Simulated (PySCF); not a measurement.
CLiN, SMILES [Li][N][C] (connectivity only; charge and spin as stated), neutral, multiplicity 1.

Coordinates come from a PBE-D3(BJ)/def2-TZVPD optimisation.

Two levels are set side by side: PBE/def2-TZVPD (PySCF) and HF/def2-TZVPD (PySCF). Same geometry, gas phase. Differences are taken from unrounded values.

```json
[
 {"quantity": "orbital gap (eV)", "HF": "10.45", "PBE": "3.44", "PBE minus HF": "-7.01"},
 {"quantity": "highest occupied level (eV)", "HF": "-10.89", "PBE": "-5.37", "PBE minus HF": "5.52"},
 {"quantity": "lowest empty level (eV)", "HF": "-0.44", "PBE": "-1.92", "PBE minus HF": "-1.49"},
 {"quantity": "dipole moment (D)", "HF": "8.80", "PBE": "8.91", "PBE minus HF": "0.11"},
 {"quantity": "mean polarisability (bohr³)", "HF": "22.6", "PBE": "26.6", "PBE minus HF": "3.9"}
]
```

PBE's occupied levels lie high since its potential decays too fast outside the molecule; exact exchange lowers them and widens the gap. PBE's more diffuse valence density responds more strongly to a field. Differences between two approximate levels are no errors against the true value.

Rough cost on one machine, each run with all the roots and properties that it gave: HF against PBE about 1/4.
